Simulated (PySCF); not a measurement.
Species: C₅H₆O₂SSi.
Cartesian coordinates in Å at the GFN2-xTB level; atoms count from 1:
```xyz
15
C5H6O2SSi angstrom
O     -3.354   -1.250   -0.366
C     -2.218   -0.857   -0.252
C     -0.991   -1.570   -0.558
C      0.101   -0.798   -0.303
S      1.763   -1.133   -0.482
Si     2.706    0.759    0.195
C     -0.320    0.517    0.203
O      0.448    1.403    0.511
C     -1.816    0.534    0.257
H     -0.978   -2.576   -0.935
H      2.455    1.788   -0.798
H      4.077    0.278   -0.028
H      2.535    0.883    1.631
H     -2.233    1.323   -0.371
H     -2.179    0.707    1.272
```

Method used: TDDFT PBE0/def2-SVPD, vertical, gas phase, core orbitals frozen in the response in PySCF.

Ground-to-excited transition dipoles (e·a0, same axes as the geometry; the sign carries no meaning), for the states with f of 0.002 or more among the lowest 6:

```tsv
state	E (eV)	μx	μy	μz
S2	3.723	1.401	0.405	0.107
S6	5.534	1.209	-0.157	-0.097
```

(1) Work out the oscillator strengths.

(2) Label these states by symmetry in Cs.

(3) What angle do the transition dipoles of S2 and S6 make?

(4) What peak molar absorption coefficient would the strongest computed level give as a lone Gaussian band 0.5 eV wide at half height?

Results:

(1) f = (2/3) ΔE |μ|² with ΔE in hartree (27.2114 eV).

```csv
state,|μ|² (au),|μ| (D),f
S2,2.138,3.72,0.195
S6,1.496,3.11,0.203
```

(2) The ground state is totally symmetric, so the direction of μ fixes the label. Polarised in the mirror plane, so A′: S2 and S6.

(3) |cos θ| = |μa·μb| / (|μa| |μb|) = 0.91, so θ ≈ 25° (taken between 0 and 90°, since the signs are arbitrary).

(4) ε(max) = 2.175×10⁸ f / FWHM, with the width in cm⁻¹. S6: 2.175×10⁸ × 0.2029 / 4033 ≈ 11000 L mol⁻¹ cm⁻¹.

One conformer stands for the species.
